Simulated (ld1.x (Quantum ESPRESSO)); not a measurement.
Transferability test, TM potential for Au

* Element: gold
* Generator: ld1.x (Quantum ESPRESSO) 7.5
* Type: norm-conserving Troullier–Martins (Kleinman–Bylander form)
* Functional: PW91
* Relativity: scalar-relativistic
* Frozen core: [Kr] 4d10 4f14
* Valence charge: 19
* Reference configuration: 5s2 5p6 5d8 6s0 6p0 (charge +3)
* Partial waves: 5s (bound): rc 1.55 bohr; 5p (bound): rc 1.40 bohr; 5d (bound): rc 1.80 bohr
* Local potential: the d channel
* Core correction: Bessel-smoothed model core inside 0.85 bohr

Energies are relative to the spin-unpolarised reference configuration 5s2 5p6 5d8 6s0 6p0; without spin polarisation the order of configurations can differ from experiment.

```tsv
valence configuration	charge	ΔE all-electron (eV)	error AE − PS (meV)
5s2 5p6 5d10 6s1 6p0	0	-64.734	-351
5s2 5p6 5d10 6s0 6p0	+1	-55.244	+13
5s2 5p6 5d9 6s1 6p0	+1	-52.545	-494
5s2 5p6 5d9 6s1 6p1	0	-57.219	-537
5s2 5p6 5d7 6s0 6p0	+4	47.795	-16
```

(1) What are ΔE and the potential's error for 5s1 5p6 5d10 6s1 6p0?

(2) What are ΔE and the potential's error for 5s2 5p6 5d9 6s0 6p0?

Levels in the configuration 5s2 5p6 5d10 6s1 6p0:

```csv
level,all-electron (eV),pseudo (eV)
5s,-108.483,-108.610
5p,-59.861,-60.008
5d,-6.938,-7.075
6s,-5.835,-5.546
```

Answers

(1) ΔE = 50.621 eV all-electron; the error (AE − PS) is -996 meV.

(2) ΔE = -33.958 eV all-electron; the error (AE − PS) is +7.9 meV.
